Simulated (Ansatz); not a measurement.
Reaction (isomerisation): `C[Si]1(Cl)CO1` → `O[SiH2]/C=C/Cl`

Program: Ansatz. Geometries: PBE0-D4/def2-TZVP. ΔE: electronic, gas phase. CCSD(T)/CBS is the MP2 limit (def2-TZVPP, def2-QZVPP) plus CCSD(T) − MP2 in def2-TZVPP, frozen cores. Functionals use def2-TZVPP. B3LYP here is the variant with VWN-RPA as its local correlation; programs differ in this. One conformer a species, not always the lowest.

CCSD(T)/CBS gives +72.3 kJ/mol.

Task: Another level gave +68.1 kJ/mol. Which?
A. ωB97M-V/def2-TZVPP
B. B3LYP-D4/def2-TZVPP
C. HF/def2-TZVPP
D. r2SCAN-D4/def2-TZVPP

Result: B. B3LYP-D4 68.1, ωB97M-V 81.9, r2SCAN-D4 86.7, HF/def2-TZVPP 49.6 kJ/mol.

Largest T1 diagnostic among the species: 0.012.

In def2-TZVPP, CCSD(T) changes the Hartree–Fock value by +20.9 kJ/mol (the triples alone add +1.0 kJ/mol) and MP2 by +28.7 kJ/mol.
